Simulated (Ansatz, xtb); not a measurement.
# Ranking isomers of C5H8BrCl

5 gas-phase structures of C5H8BrCl, from a drawn sample of its isomers (lower ones may exist). Each was relaxed with GFN2-xTB; where two conformers were screened, the lower at r2SCAN-D4/def2-SVP is listed:

A. `ClC1(Br)CCCC1`, a singlet
B. `Cl[C@@H]1CCC[C@@H]1Br`, a singlet
C. `Cl[C@@H]1CC[C@H](Br)C1`, a singlet
D. `Cl[C@@H]1CCC[C@H]1Br`, a singlet
E. `Cl[C@@H]1CC[C@@H](Br)C1`, a singlet

Question: Estimate their order in r2SCAN-D4/def2-SVP energy at these geometries, lowest first.

Answer: Calculated order at r2SCAN-D4/def2-SVP: D (0.0), E (0.7), C (2.1), B (2.5), A (2.8) kcal/mol. Less than 1 kcal/mol parts D and E; C and B; B and A, so the order within those pairs means little.

Energies above the lowest of each column, in kcal/mol; the last columns are at PBE-D3(BJ)/def2-SVP geometries:

```json
{"structure": "D", "GFN2-xTB": "0.4", "HF/STO-3G": "0.6", "r2SCAN-D4/def2-SVP": "0.0", "PBE-D3(BJ)/def2-SVP": "0.0", "CCSD(T)/def2-SVP + ΔMP2/def2-TZVPP": "0.0"}
{"structure": "E", "GFN2-xTB": "0.0", "HF/STO-3G": "0.7", "r2SCAN-D4/def2-SVP": "0.7", "PBE-D3(BJ)/def2-SVP": "0.7", "CCSD(T)/def2-SVP + ΔMP2/def2-TZVPP": "0.9"}
{"structure": "C", "GFN2-xTB": "1.4", "HF/STO-3G": "0.0", "r2SCAN-D4/def2-SVP": "2.1", "PBE-D3(BJ)/def2-SVP": "2.0", "CCSD(T)/def2-SVP + ΔMP2/def2-TZVPP": "2.0"}
{"structure": "B", "GFN2-xTB": "3.1", "HF/STO-3G": "1.4", "r2SCAN-D4/def2-SVP": "2.5", "PBE-D3(BJ)/def2-SVP": "2.3", "CCSD(T)/def2-SVP + ΔMP2/def2-TZVPP": "2.4"}
{"structure": "A", "GFN2-xTB": "1.8", "HF/STO-3G": "2.2", "r2SCAN-D4/def2-SVP": "2.8", "PBE-D3(BJ)/def2-SVP": "2.7", "CCSD(T)/def2-SVP + ΔMP2/def2-TZVPP": "3.3"}
```

CCSD(T)/def2-SVP + ΔMP2/def2-TZVPP puts D lowest, with E within 1 kcal/mol; HF/STO-3G picks C. Flexible structures stand in one conformer each, not always the lowest. ΔMP2 is the change of the MP2 energy from the smaller to the larger basis.

Over these structures GFN2-xTB departs from r2SCAN-D4/def2-SVP by 0.6 kcal/mol on average once a common shift is removed. A GFN2-xTB relaxation took about 0.095 s and the r2SCAN-D4/def2-SVP energy about 4.5 s on a shared host (Ansatz 0.2.0, xtb 6.7.1).
